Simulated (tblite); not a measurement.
C3H11FSi2.
Z-matrix (Å and degrees, GFN2-xTB geometry), rows numbered from 1:
```
C 
C   1  1.5247
Si  2  1.8983  1  112.57
C   3  1.9196  2  109.55  1   178.96
F   4  1.4051  3  107.54  2   -68.78
Si  4  1.9151  3  118.71  2    53.42
H   1  1.0888  2  111.01  3  -179.38
H   1  1.0876  2  110.57  3    60.44
H   1  1.0875  2  110.75  3   -59.21
H   2  1.0921  1  108.92  3  -122.12
H   2  1.0919  1  109.02  3   122.08
H   3  1.4686  2  111.26  1   -62.99
H   3  1.4669  2  110.60  1    59.89
H   4  1.0951  3  108.38  2   178.80
H   6  1.4618  4  108.71  3   -63.22
H   6  1.4628  4  108.97  3   176.99
H   6  1.4634  4  106.97  3    57.18
```

Computed with GFN2-xTB (tblite): harmonic, unscaled wavenumbers at the GFN2-xTB geometry, gas phase. Against measured fundamentals such values can be off by several per cent, at times by over 20. Modes of hydrogen on silicon can be 10 to 20 % off. One conformer, not necessarily the lowest.

Harmonic wavenumbers (cm⁻¹): 35.5, 55.2, 92.6, 112.9, 158.7, 221.5, 228.5, 260.2, 337.7, 456.9, 494.4, 540.1, 581.8, 604.4, 701.1, 734.1, 736.8, 757.9, 767.6, 784.5, 793.3, 837.8, 975.5, 979.0, 1020.5, 1075.2, 1086.4, 1237.3, 1262.5, 1288.8, 1420.1, 1474.2, 1512.1, 1512.9, 2222.1, 2240.5, 2268.9, 2274.6, 2283.0, 2907.5, 2962.9, 2977.0, 3015.5, 3030.8, 3038.5.

A = 3340, B = 1133, C = 1011 MHz; mass 122.038 u (most abundant isotopes); point group C1, symmetry number 1.

Question: What is the zero-point energy?

Answer: Half the sum of the wavenumbers: 27180 cm⁻¹ = 77.71 kcal/mol.

Question: What is S at 200 K and 1 bar for an ideal gas of classical rigid rotors and harmonic oscillators?

Answer: Translation 38.35, rotation 27.63, vibration 21.38: S = 87.4 cal/(mol K).

Question: And Cp and H(200 K) − H(0)?

Answer: Cp = 29.17 cal/(mol K), of which vibrations give 21.22 (their classical limit is 45 R = 89.4); H(200 K) − H(0) = 3.82 kcal/mol without the zero-point energy, 2.23 from vibrations.

Question: How do the functions run with temperature in this model?

Answer: 
| T (K) | S (cal/(mol K)) | Cp (cal/(mol K)) | H − H(0) (kcal/mol) | G − H(0) (kcal/mol) | ln q(vib) |
| --- | --- | --- | --- | --- | --- |
| 50 | 59.3 | 14.2 | 0.54 | -2.43 | 0.80 |
| 100 | 70.9 | 19.6 | 1.39 | -5.70 | 2.27 |
| 298.15 | 100.8 | 38.8 | 7.16 | -22.90 | 7.85 |
| 373.15 | 110.3 | 45.4 | 10.32 | -30.82 | 9.87 |
| 500 | 124.9 | 54.5 | 16.68 | -45.75 | 13.18 |
| 750 | 149.5 | 67.1 | 31.99 | -80.15 | 19.29 |
| 1000 | 170.0 | 75.4 | 49.87 | -120.17 | 24.83 |

q(vib) and H(0) count from the zero-point level.

Question: Blend soft modes into free rotors: weight 1/[1 + (100 cm⁻¹/ν̃)⁴] for the oscillator and the rest for a rotor with moment μB/(μ + B), μ = h/(8π²ν), B = 10⁻⁴⁴ kg m². What vibrational entropy results?

Answer: 19.31 cal/(mol K) in place of 21.38, which changes −T·S at 200 K by +0.41 kcal/mol.

Hindered rotation and anharmonicity are outside this model. Other conformers, if any are populated, would add a mixing term that is left out. The structure is chiral; the term R ln 2 for an equal mix with its mirror image is left out.
